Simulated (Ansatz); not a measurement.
Process, species as SMILES: Cl[Si]Cl (closed-shell singlet) → 2 Cl atom + Si atom
B3LYP-D3(BJ)/def2-TZVP geometries, fixed; electronic energies without zero-point terms.
Largest species:
```xyz
3

Si    -0.0165     0.0173     0.9364
Cl     1.0611     1.2272    -0.3899
Cl    -1.0475    -1.2415    -0.3813
```

Basis-set convergence of the atomisation energy at r2SCAN with Ansatz (an electronic-structure program). Cartesian d functions, on some or all atoms, in 6-311+G**; all else is spherical. The program fits the integrals of some runs and decomposes those of others, by size. Open shells are unrestricted. No added dispersion term, no relativity. Functions are those of the species that has most. Reference: the value in aug-cc-pV(5+d)Z, 208.74 kcal/mol, itself unsure by roughly 0.03 kcal/mol (its mean distance from pcseg-4, aug-pcseg-3, aug-cc-pV(Q+d)Z). Deviations are taken from unrounded values.

```tsv
basis	functions	atomisation energy (kcal/mol)	minus reference (kcal/mol)
pcseg-1	54	199.86	-8.89
cc-pV(D+d)Z	69	204.05	-4.70
aug-pcseg-1	81	203.72	-5.02
6-311+G**	93	199.93	-8.81
def2-TZVP	111	208.27	-0.47
def2-TZVPD	135	208.37	-0.38
def2-TZVPPD	150	208.40	-0.34
pcseg-4	315	208.77	0.02
aug-cc-pV(5+d)Z	408	208.74	0.00
```

The smallest set listed that lies within 4 kcal/mol of the reference with all its larger relatives (same family, alike in diffuse functions; a set with none counts only in the reference's own line) is def2-TZVP (111 functions, -0.47 kcal/mol off). Inside, with no larger relative to test it: pcseg-4. (Relatives not listed, tested too: def2-TZVPP -0.42, def2-QZVP -0.23, def2-QZVPP -0.23, def2-QZVPPD -0.22 kcal/mol.)
